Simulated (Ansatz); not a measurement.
Mg₄H₈, relaxed as a singlet with RKS r2SCAN-D4/def2-SVP in Ansatz, starting from the GFN2-xTB geometry. Force threshold 0.02 eV/Å.

The structure comes from a short search, and lower isomers may exist.

Start:

```xyz
12

Mg   -0.853    0.680    1.145
Mg   -1.706   -0.386   -1.409
Mg    1.419   -0.732    1.617
Mg    0.976    0.739   -1.105
H    -2.720   -1.560   -1.763
H     2.903   -1.264    1.456
H     0.012   -0.262    2.685
H     2.498    0.551   -1.544
H    -2.442    0.736    0.748
H    -0.598    0.877   -2.239
H     0.061   -1.267   -0.153
H     0.448    1.888    0.562
```

```
step  energy (eV)  largest force component (eV/Å)  SCF passes
   1  -21895.0406                           1.441          15
   2  -21895.8769                           1.009          16
   3  -21896.3149                           0.592          16
   4  -21896.5142                           0.295          16
   5  -21896.5866                           0.211          16
   6  -21896.6348                           0.153          16
   7  -21896.6712                           0.116          16
   8  -21896.6943                           0.093          16
   9  -21896.7058                           0.081          16
  10  -21896.7154                           0.160          16
  11  -21896.7258                           0.091          16
  12  -21896.7454                           0.148          16
  13  -21896.7966                           0.244          16
  14  -21896.9004                           0.311          16
  15  -21897.0183                           0.241          16
  16  -21897.0610                           0.330          16
  17  -21897.0869                           0.030          17
  18  -21897.0881                           0.010          18
```

Force components are those of the run's own axes.

End:

```xyz
12

Mg   -0.7224    0.8660    1.2776
Mg   -1.7902   -0.5219   -1.1351
Mg    1.7639   -0.7630    1.0357
Mg    0.7605    1.0217   -1.1320
H    -2.6972   -1.8202   -1.7761
H     2.6189   -2.1774    1.4691
H     0.6422    0.2583    2.2894
H     2.3133    0.4347   -0.4257
H    -2.2954    0.4592    0.4934
H    -0.6263    0.6356   -2.2201
H    -0.0111   -0.5168   -0.0405
H     0.0437    2.1239    0.1643
```

Bonds formed: Mg1–H11, Mg2–H9, Mg3–H8, Mg4–H11 (atoms count from 1). The end is the same structure that another start reached, the lowest one found.

No frequencies were taken in this run, so the end may be a saddle point.

Run time 25 s (4 threads of AMD EPYC 7B13 on a shared host).
